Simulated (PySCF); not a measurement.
All of these have the formula C4H9ClSSi. Method: TDDFT B3LYP/def2-SVPD, vertical, gas phase, core orbitals frozen in the response (PySCF). Geometries: GFN2-xTB; one conformer of each isolated species. Triplets are in the Tamm–Dancoff approximation.

A. `C/C=C(/Cl)SC[SiH3]`
B. `C(C(CC)=S)[SiH2]Cl`
C. `C=CCCS[SiH2]Cl`
D. `C/C=C(\Cl)SC[SiH3]`

Lowest singlet levels (six at most, fewer where fewer were computed) with oscillator strengths:

1. 280 nm (f 0.005); 238 nm (f 0.192); 233 nm (f 0.012); 220 nm (f 0.008); 213 nm (f 0.011); 209 nm (f 0.000); T1 3.62 eV
2. 245 nm (f 0.004); 210 nm (f 0.020); 207 nm (f 0.013); 199 nm (f 0.048); 196 nm (f 0.013); 186 nm (f 0.004); T1 4.51 eV
3. 486 nm (f 0.000); 242 nm (f 0.012); 238 nm (f 0.216); 222 nm (f 0.051); 208 nm (f 0.016); 207 nm (f 0.003); T1 2.13 eV
4. 260 nm (f 0.039); 234 nm (f 0.102); 221 nm (f 0.010); 216 nm (f 0.008); 209 nm (f 0.004); 199 nm (f 0.013); T1 3.76 eV

Problem. Match each spectrum to its molecule.

Solution. 1 = A, 2 = C, 3 = B, 4 = D.
- A: S1 at 4.43 eV, HOMO→LUMO (82%), HOMO→LUMO+1 (15%); Löwdin shares by element: HOMO carbon 42% or more, sulfur 40% (atoms not listed hold the other 17%); LUMO carbon 24% or more, sulfur 22%, chlorine 19% (atoms not listed hold the other 35%); HOMO -5.94 and LUMO -0.49 eV.
- B: S1 at 2.55 eV, HOMO→LUMO (100%); S1 has the pattern of n→π* at C=S; HOMO -6.17 and LUMO -2.27 eV.
- C: S1 at 5.07 eV, HOMO→LUMO (95%); Löwdin shares by element: HOMO sulfur 68%, carbon 13% or more, silicon 8%; LUMO sulfur 26%, silicon 21%, chlorine 15%, carbon 9% or more (atoms not listed hold the other 30%); HOMO -6.84 and LUMO -0.70 eV.
- D: S1 at 4.77 eV, HOMO→LUMO (80%), HOMO→LUMO+1 (11%); Löwdin shares by element: HOMO sulfur 48%, carbon 38% or more; LUMO carbon 43% or more, sulfur 15%, chlorine 12% (atoms not listed hold the other 31%); HOMO -6.21 and LUMO -0.56 eV.
